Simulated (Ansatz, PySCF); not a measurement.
ClHSi, neutral, multiplicity 1. Atoms are numbered in the order given.

```xyz
3

Si     0.1114     1.1050     0.0000
H     -1.4186     1.3137     0.0000
Cl    -0.0083    -0.9873     0.0000
```

Geometry optimised at PBE-D3(BJ)/def2-TZVP. The isomer is the one that the SMILES or the coordinates give; other isomers of the formula were not compared.

Vertical ionisation energy (IE) and electron affinity (EA) in eV. Rows of orbital energies are one-electron estimates. Where ΔSCF, EOM or ADC give a negative EA the extra electron is unbound and the value depends on the basis.

| level | IE | EA |
|---|---|---|
| −ε(HOMO), −ε(LUMO), HF/def2-TZVPD (PySCF) | 9.56 | -0.12 |
| −ε(HOMO), −ε(LUMO), r2SCAN/def2-TZVPD (PySCF) | 6.18 | 3.76 |
| −ε(HOMO), −ε(LUMO), PBE/def2-TZVPD (PySCF) | 5.98 | 3.88 |
| EOM-CCSD/aug-cc-pVDZ (PySCF) | 9.45 | 0.90 |
| ADC(2)/aug-cc-pVDZ (PySCF) | ? | ? |
| ΔSCF, CAM-B3LYP/def2-TZVPD (Ansatz), final states of multiplicity 2 and 2 | 9.51 | 1.06 |
| ΔSCF, PBE/def2-TZVPD (Ansatz), final states of multiplicity 2 and 2 | 9.25 | 1.04 |

### Question
Some entries are withheld; supply them. (Estimate from the structure and the level; the computed values follow.)

### Answer

- ADC(2)/aug-cc-pVDZ (PySCF), IE: 9.19
- ADC(2)/aug-cc-pVDZ (PySCF), EA: 1.05

### Question
What vertical singlet–triplet gap does ΔSCF give with CAM-B3LYP/def2-TZVPD (Ansatz, a program for electronic structure) and with PBE/def2-TZVPD (Ansatz)? (Estimate from the structure and the level; the computed values follow.)

### Answer
1.67 and 1.50 eV (triplet above singlet where positive).

### Question
Beyond the first one, list the lowest photoelectron lines from ADC(2)/aug-cc-pVDZ run with PySCF 2.14.0 with their pole strengths (two spins summed). (The exact figures need the calculation; the answer reports its results.)

### Answer
11.64 eV (1.79), 11.87 eV (1.79), 13.04 eV (1.80), 16.96 eV (1.74).
